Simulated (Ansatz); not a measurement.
A geometry relaxed with PBE0-D3(BJ)/def2-TZVP (Ansatz, a program for electronic structure), charge 0, multiplicity 1:

```xyz
12

C      0.0543     1.3587     0.1176
O      2.3211    -0.0640    -0.6985
H      1.1936    -1.7454    -0.5278
H     -0.8305    -1.9020     0.0577
H      1.0253     1.7844    -0.1283
H     -1.8709    -0.5500    -0.4244
N      0.1344    -0.0686    -0.0473
H     -0.7071     1.7830    -0.5447
C     -1.0416    -0.8453     0.2274
C      1.2898    -0.6459    -0.4485
H     -0.2046     1.6151     1.1500
H     -1.3637    -0.7199     1.2667
```

Question: Write the SMILES of this molecule.

Answer: `CN(C)C=O`
